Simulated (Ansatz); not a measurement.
Relaxation of H4O4Si (9 atoms, charge 0, multiplicity 1), to a largest force component of 0.02 eV/Å in at most 40 steps.

Level of theory: RKS PBE0-D4/6-31G* in Ansatz.

```xyz
9
Properties=species:S:1:pos:R:3:forces:R:3
Si 0.000 0.000 0.000 0.54 0.56 -0.22
O 0.000 0.000 1.680 -1.74 -0.91 -0.16
H -0.909 -0.281 2.017 1.79 0.75 -0.41
O 1.584 0.000 -0.559 -0.73 -1.73 0.21
H 1.901 -0.952 -0.676 -0.60 1.87 0.23
O -0.791 1.371 -0.559 -1.33 -1.31 -0.18
H -1.749 1.140 -0.782 1.91 0.49 0.29
O -0.791 -1.371 -0.559 -0.75 -0.41 1.87
H -1.246 -1.837 0.213 0.92 0.69 -1.63
```

Question: Where does it end, and by what steps?

Answer: It converged. After 8 steps the energy has fallen by 0.635 eV; H3 moved furthest, 0.92 Å.

```json
{"step": "0", "energy less start (eV)": "0.0000", "largest force component (eV/Å)": "1.911", "accepted": "yes"}
{"step": "1", "energy less start (eV)": "-0.2675", "largest force component (eV/Å)": "0.959", "accepted": "yes"}
{"step": "2", "energy less start (eV)": "-0.3730", "largest force component (eV/Å)": "0.362", "accepted": "yes"}
{"step": "3", "energy less start (eV)": "-0.4547", "largest force component (eV/Å)": "0.409", "accepted": "yes"}
{"step": "4", "energy less start (eV)": "-0.4986", "largest force component (eV/Å)": "0.389", "accepted": "yes"}
{"step": "5", "energy less start (eV)": "-0.5514", "largest force component (eV/Å)": "0.143", "accepted": "yes"}
{"step": "6", "energy less start (eV)": "-0.5945", "largest force component (eV/Å)": "0.384", "accepted": "yes"}
{"step": "7", "energy less start (eV)": "-0.6311", "largest force component (eV/Å)": "0.139", "accepted": "yes"}
{"step": "8", "energy less start (eV)": "-0.6353", "largest force component (eV/Å)": "0.012", "accepted": "yes"}
```

```xyz
9
Properties=species:S:1:pos:R:3
Si -0.218 -0.214 0.087
O -0.270 -0.390 1.721
H -0.376 0.440 2.201
O 1.246 0.133 -0.576
H 1.788 -0.645 -0.755
O -1.192 1.067 -0.256
H -1.005 1.489 -1.102
O -0.660 -1.670 -0.539
H -1.314 -2.139 -0.007
```

Whether the end is a true minimum wasn't checked by a vibrational analysis.

Run time: 36 s on 1 thread of Arm Neoverse V2 (shared host), peak memory 0.17 GiB.
